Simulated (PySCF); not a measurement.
**Atomic charges by several schemes**

Species: C₇H₁₄N₂.
Cartesian coordinates in Å at the GFN2-xTB level; atoms count from 1:
```xyz
23
C7H14N2 angstrom
C     -2.8699   -1.2879    1.3254
C     -2.7033   -0.2420    0.5210
C     -1.4258    0.2654    0.0366
C     -0.1737   -0.4765    0.4295
C      1.0940    0.1264   -0.1662
C      2.3469   -0.6009    0.3142
C      3.6116   -0.0033   -0.2903
N     -1.2602    1.2965   -0.7035
N     -2.2417    2.1298   -1.0834
H     -2.0448   -1.8634    1.7062
H     -3.8512   -1.6031    1.6385
H     -3.5872    0.2930    0.1929
H     -0.0983   -0.4711    1.5209
H     -0.2682   -1.5198    0.1140
H      1.1481    1.1794    0.1107
H      1.0348    0.0792   -1.2541
H      2.2797   -1.6580    0.0443
H      2.4049   -0.5416    1.4038
H      4.4941   -0.5372    0.0556
H      3.5776   -0.0619   -1.3759
H      3.7103    1.0428   -0.0087
H     -1.9749    2.6675   -1.8947
H     -3.2077    1.8137   -1.0808
```

Density: PBE0/pcSseg-1 (PySCF); schemes: Mulliken, IAO, Hirshfeld and ESP-fitted. The structure is a single GFN2-xTB conformer in the gas phase; no vibrational or solvent corrections.

At which atom do the 4 schemes differ most?

At C3: from +0.039 (Hirshfeld) to +0.701 e (ESP-fitted), 0.662 e apart.

For which atoms does the sign change between the 4 schemes (beyond +0.03 e in one, beyond −0.03 e in another)?

C5, C6, H16, H17 and H18. Atomic charges aren't observables, and each scheme defines them in its own way.

Tabulate the Mulliken, IAO, Hirshfeld and ESP-fitted charges.

In e:

```json
{"atom": "C1", "environment": "terminal =CH2 carbon", "Mulliken": "-0.123", "IAO": "-0.310", "Hirshfeld": "-0.093", "ESP-fitted": "-0.382"}
{"atom": "C2", "environment": "alkene CH carbon", "Mulliken": "-0.205", "IAO": "-0.170", "Hirshfeld": "-0.058", "ESP-fitted": "-0.396"}
{"atom": "C3", "environment": "C=N carbon", "Mulliken": "+0.074", "IAO": "+0.083", "Hirshfeld": "+0.039", "ESP-fitted": "+0.701"}
{"atom": "C4", "environment": "chain CH2 carbon", "Mulliken": "-0.203", "IAO": "-0.264", "Hirshfeld": "-0.075", "ESP-fitted": "-0.645"}
{"atom": "C5", "environment": "chain CH2 carbon", "Mulliken": "-0.202", "IAO": "-0.243", "Hirshfeld": "-0.074", "ESP-fitted": "+0.172"}
{"atom": "C6", "environment": "chain CH2 carbon", "Mulliken": "-0.267", "IAO": "-0.246", "Hirshfeld": "-0.067", "ESP-fitted": "+0.284"}
{"atom": "C7", "environment": "methyl carbon", "Mulliken": "-0.250", "IAO": "-0.415", "Hirshfeld": "-0.118", "ESP-fitted": "-0.450"}
{"atom": "N8", "environment": "C=N nitrogen", "Mulliken": "-0.353", "IAO": "-0.178", "Hirshfeld": "-0.087", "ESP-fitted": "-0.338"}
{"atom": "N9", "environment": "nitrogen bonded to N and 2 H", "Mulliken": "-0.210", "IAO": "-0.404", "Hirshfeld": "-0.154", "ESP-fitted": "-0.624"}
{"atom": "H10", "environment": "vinylic hydrogen", "Mulliken": "+0.120", "IAO": "+0.150", "Hirshfeld": "+0.047", "ESP-fitted": "+0.175"}
{"atom": "H11", "environment": "vinylic hydrogen", "Mulliken": "+0.116", "IAO": "+0.155", "Hirshfeld": "+0.048", "ESP-fitted": "+0.188"}
{"atom": "H12", "environment": "vinylic hydrogen", "Mulliken": "+0.096", "IAO": "+0.133", "Hirshfeld": "+0.040", "ESP-fitted": "+0.210"}
{"atom": "H13", "environment": "methylene hydrogen", "Mulliken": "+0.134", "IAO": "+0.134", "Hirshfeld": "+0.036", "ESP-fitted": "+0.153"}
{"atom": "H14", "environment": "methylene hydrogen", "Mulliken": "+0.132", "IAO": "+0.133", "Hirshfeld": "+0.035", "ESP-fitted": "+0.145"}
{"atom": "H15", "environment": "methylene hydrogen", "Mulliken": "+0.120", "IAO": "+0.138", "Hirshfeld": "+0.028", "ESP-fitted": "-0.016"}
{"atom": "H16", "environment": "methylene hydrogen", "Mulliken": "+0.112", "IAO": "+0.133", "Hirshfeld": "+0.029", "ESP-fitted": "-0.036"}
{"atom": "H17", "environment": "methylene hydrogen", "Mulliken": "+0.108", "IAO": "+0.123", "Hirshfeld": "+0.032", "ESP-fitted": "-0.048"}
{"atom": "H18", "environment": "methylene hydrogen", "Mulliken": "+0.109", "IAO": "+0.124", "Hirshfeld": "+0.033", "ESP-fitted": "-0.052"}
{"atom": "H19", "environment": "methyl hydrogen", "Mulliken": "+0.110", "IAO": "+0.137", "Hirshfeld": "+0.038", "ESP-fitted": "+0.101"}
{"atom": "H20", "environment": "methyl hydrogen", "Mulliken": "+0.105", "IAO": "+0.135", "Hirshfeld": "+0.037", "ESP-fitted": "+0.097"}
{"atom": "H21", "environment": "methyl hydrogen", "Mulliken": "+0.106", "IAO": "+0.136", "Hirshfeld": "+0.038", "ESP-fitted": "+0.095"}
{"atom": "H22", "environment": "N–H hydrogen", "Mulliken": "+0.199", "IAO": "+0.283", "Hirshfeld": "+0.131", "ESP-fitted": "+0.367"}
{"atom": "H23", "environment": "N–H hydrogen", "Mulliken": "+0.172", "IAO": "+0.234", "Hirshfeld": "+0.114", "ESP-fitted": "+0.298"}
```

Mean size of the charges over all atoms: ESP-fitted 0.260 e, IAO 0.194 e, Mulliken 0.158 e, Hirshfeld 0.063 e. Each set sums to the total charge, 0, to within 0.001 e. The Hirshfeld scheme divides the density at each point in proportion to the densities of the neutral, spherically averaged free atoms. The Mulliken scheme gives each basis function's population to the atom it is centred on and halves the overlap population of two atoms between them.

Sum the charges by element.

| element | atoms | Mulliken | IAO | Hirshfeld | ESP-fitted |
| --- | --- | --- | --- | --- | --- |
| C | 7 | -1.176 | -1.564 | -0.445 | -0.715 |
| N | 2 | -0.563 | -0.583 | -0.241 | -0.962 |
| H | 14 | +1.740 | +2.147 | +0.686 | +1.676 |

How closely do the schemes follow one another over all atoms?

Correlation coefficient and root-mean-square difference: IAO with Hirshfeld 0.97, 0.143 e; Mulliken with IAO 0.93, 0.082 e; Mulliken with Hirshfeld 0.92, 0.108 e; Hirshfeld with ESP-fitted 0.75, 0.276 e; IAO with ESP-fitted 0.70, 0.233 e; Mulliken with ESP-fitted 0.63, 0.256 e.
